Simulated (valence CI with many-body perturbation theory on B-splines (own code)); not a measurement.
E1 line list for Fe XIV

Computed by relativistic CI+MBPT: three valence electrons over a frozen Dirac-Fock core [Ne], radial functions for each j: 11 s, 11 p, 10 d, 8 f, 5 g, 2 h, with the one-electron correlation potential Σ1 (screened to all orders), the two-electron term Σ2, the three-electron term Σ3, Breit, model QED; selected single and double excitations, second order for the rest, scaled by the run's own slope (own B-spline code, finite nucleus).

No measured spectrum was set against this ion. As an estimate, levels of excited configurations hold to 0.05 to 0.15 % of their energy, terms of the ground configuration to about 0.5 %.

Lines 1 to 50 of 561 in falling wavelength, among levels below 231.41 eV, chosen from the strongest by gf and those to the six lowest levels. Wavelengths and rates use the calculated energies, so an error of 300 cm⁻¹ moves a line at 109.0 nm by 0.33 % and its rate by three times that or more. Electric multipoles are in the length gauge, E1 and E2 with the static RPA response of the core. Weak lines are less certain than strong ones. Lines between different terms over intervals too small for the method are left out, as are lines whose strength nearly cancels. Where a level lies close to another of its J and parity, the split of strength between their lines is uncertain. The highest levels of a list are the least certain.

Names give the largest LS component (configuration and term), which can be under half, so a name can repeat, a term be missing and a line seem to break the LS rules; names also repeat where a configuration has a term twice. Letters in brackets count levels of one name in rising energy.

```csv
λ vac (nm),Upper,Lower,A (s⁻¹),log gf,Branch %
109.0,3s2 4f 2F°_7/2,3s2 4d 2D_5/2,7.11e+08,0.01,0.1
108.0,3s2 4f 2F°_5/2,3s2 4d 2D_3/2,6.81e+08,-0.15,0.1
95.98,3s 3p 4p 4S_3/2,3s 3p 4s 2P°_3/2 [a],3.10e+08,-0.77,0.2
93.65,3s 3p 4p 4D_3/2,3s 3p 4s 4P°_3/2,6.23e+08,-0.48,0.4
93.36,3s 3p 4p 4D_1/2,3s 3p 4s 4P°_1/2,8.17e+08,-0.67,0.6
88.47,3s 3p 4p 2D_5/2,3s 3p 4s 2P°_3/2 [a],1.29e+09,-0.04,0.5
88.07,3s 3p 4p 2D_3/2,3s 3p 4s 2P°_1/2 [a],6.26e+08,-0.54,0.3
87.48,3s2 4p 2P°_1/2,3s2 4s 2S_1/2,1.40e+09,-0.49,2.0
86.15,3s 3p 4p 4D_7/2,3s 3p 4s 4P°_5/2,1.65e+09,0.17,2.1
85.51,3s 3p 4p 4D_5/2,3s 3p 4s 4P°_3/2,1.44e+09,-0.02,1.8
82.92,3s 3p 4p 2P_3/2,3s 3p 4s 4P°_1/2,8.59e+08,-0.45,0.5
82.65,3s2 4p 2P°_3/2,3s2 4s 2S_1/2,1.65e+09,-0.17,2.3
81.00,3s 3p 4p 4P_1/2,3s 3p 4s 4P°_3/2,1.71e+09,-0.47,2.8
80.99,3s 3p 4p 4P_5/2,3s 3p 4s 4P°_5/2,1.53e+09,-0.04,2.0
80.19,3s 3p 4p 2D_3/2,3s 3p 4s 4P°_5/2,7.89e+08,-0.52,0.4
77.96,3s 3p 4p 4P_3/2,3s 3p 4s 4P°_3/2,8.80e+08,-0.49,1.1
77.88,3s 3p 4p 4S_3/2,3s 3p 4s 4P°_5/2,1.06e+09,-0.42,0.7
74.66,3s 3p 4p 4P_3/2,3s 3p 4s 4P°_1/2,7.75e+08,-0.59,1.0
74.60,3s 3p 4p 2S_1/2,3s 3p 4s 2P°_3/2 [a],1.75e+09,-0.53,0.6
73.65,3s 3p 4p 4P_5/2,3s 3p 4s 4P°_3/2,3.84e+08,-0.73,0.5
67.53,3s2 4d 2D_3/2,3s2 4p 2P°_3/2,5.88e+08,-0.79,0.2
66.98,3s2 4d 2D_5/2,3s2 4p 2P°_3/2,3.60e+09,0.16,1.1
64.62,3s2 4d 2D_3/2,3s2 4p 2P°_1/2,3.29e+09,-0.08,1.0
54.54,3p3 2D°_5/2,3s 3p2 2P_3/2,6.63e+08,-0.75,16.4
51.21,3p2 3d 2G_7/2,3s 3p 3d 2F°_5/2 [b],9.35e+08,-0.53,15.2
49.39,3p2 3d 2G_9/2,3s 3p 3d 2F°_7/2 [b],1.08e+09,-0.40,17.2
48.96,3p 3d2 2F°_7/2 [a],3s 3d2 2D_5/2,6.63e+08,-0.72,3.0
48.52,3s 3p2 4P_1/2,3s2 3p 2P°_3/2,9.75e+06,-3.16,26.8
48.19,3p2 3d 2F_7/2 [a],3s 3p 3d 2F°_7/2 [a],7.91e+08,-0.66,11.1
46.77,3s 3p2 4P_3/2,3s2 3p 2P°_3/2,6.32e+06,-3.08,91.5
46.39,3p2 3d 2F_5/2 [a],3s 3p 3d 2F°_5/2 [a],1.25e+09,-0.62,21.1
44.76,3s 3p2 4P_5/2,3s2 3p 2P°_3/2,2.71e+07,-2.31,100.0
44.45,3s 3p2 4P_1/2,3s2 3p 2P°_1/2,2.66e+07,-2.80,73.2
44.12,3p 3d2 2G°_9/2 [a],3s 3d2 2G_9/2,6.93e+08,-0.69,1.6
42.96,3p 3d2 2G°_7/2 [a],3s 3d2 2G_7/2,8.50e+08,-0.73,2.1
42.77,3p 3d2 4F°_9/2,3s 3d2 2G_9/2,7.08e+08,-0.71,1.7
41.81,3p 3d2 4G°_5/2,3s 3d2 4F_3/2,2.98e+09,-0.33,23.4
41.11,3p 3d2 4G°_7/2,3s 3d2 4F_5/2,3.12e+09,-0.20,24.2
41.08,3p2 3d 2F_5/2 [a],3s 3p 3d 2D°_3/2,1.53e+09,-0.63,26.0
40.24,3p 3d2 4G°_9/2,3s 3d2 4F_7/2,3.61e+09,-0.06,27.5
40.13,3p3 2P°_3/2,3s 3p2 2P_3/2,2.68e+09,-0.59,17.1
40.06,3p2 3d 2F_7/2 [a],3s 3p 3d 2D°_5/2 [a],1.36e+09,-0.58,19.1
40.01,3p 3d2 2H°_9/2,3s 3d2 2G_7/2,5.53e+09,0.12,27.0
39.41,3p 3d2 2F°_5/2 [b],3s 3d2 2F_5/2,1.33e+09,-0.73,2.3
39.17,3p 3d2 4G°_11/2,3s 3d2 4F_9/2,4.63e+09,0.11,34.7
39.14,3p2 3d 2D_5/2 [b],3s 3p 3d 2P°_3/2 [b],2.49e+09,-0.46,8.7
39.02,3p2 3d 2F_5/2 [b],3s 3p 3d 2P°_3/2 [c],1.47e+09,-0.70,2.5
38.80,3p 3d2 2P°_3/2 [b],3s 3d2 2S_1/2 [b],2.53e+09,-0.64,6.0
38.46,3p 3d2 2H°_11/2,3s 3d2 2G_9/2,7.50e+09,0.30,44.4
38.41,3p2 3d 2G_9/2,3s 3p 3d 2F°_7/2 [a],4.04e+09,-0.05,64.3
```
